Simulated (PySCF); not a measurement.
SMILES FC(F)(C[SiH2]B)F, GFN2-xTB optimised geometry.

```
13

B      1.50    -1.64     0.00
Si    -0.46    -1.64     0.00
C     -1.05     0.20     0.00
C     -0.34     0.94    -1.08
F     -0.71     2.23    -1.19
F     -0.54     0.40    -2.30
F      1.00     0.97    -0.90
H      2.11    -1.21     0.90
H      2.12    -2.07    -0.89
H     -1.17    -2.23    -1.14
H     -1.14    -2.18     1.19
H     -0.82     0.70     0.94
H     -2.12     0.28    -0.18
```

Density from PBE/def2-TZVP run with PySCF at that geometry.

Minimum of the electron density along straight lines between bonded atoms, close to the bond critical point (lines longer than 1.1 times the sum of covalent radii, or with two minima, are not listed):

| bond | length / Å | ρ at the minimum / e bohr⁻³ | ∇²ρ there / e bohr⁻⁵ | position (fraction from the first atom) |
|---|---|---|---|---|
| B1–Si2 | 1.959 | 0.119 | -0.03 | 0.61 |
| Si2–C3 | 1.935 | 0.106 | 0.14 | 0.39 |
| C3–C4 | 1.490 | 0.271 | -0.70 | 0.46 |
| C4–F5 | 1.348 | 0.283 | -0.55 | 0.35 |
| C4–F6 | 1.345 | 0.283 | -0.53 | 0.35 |
| C4–F7 | 1.353 | 0.277 | -0.52 | 0.35 |
| B1–H8 | 1.169 | 0.193 | -0.40 | 0.45 |
| B1–H9 | 1.168 | 0.194 | -0.41 | 0.45 |
| Si2–H10 | 1.473 | 0.122 | 0.16 | 0.50 |
| Si2–H11 | 1.474 | 0.120 | 0.17 | 0.50 |
| C3–H12 | 1.088 | 0.275 | -0.91 | 0.64 |
| C3–H13 | 1.088 | 0.276 | -0.92 | 0.64 |
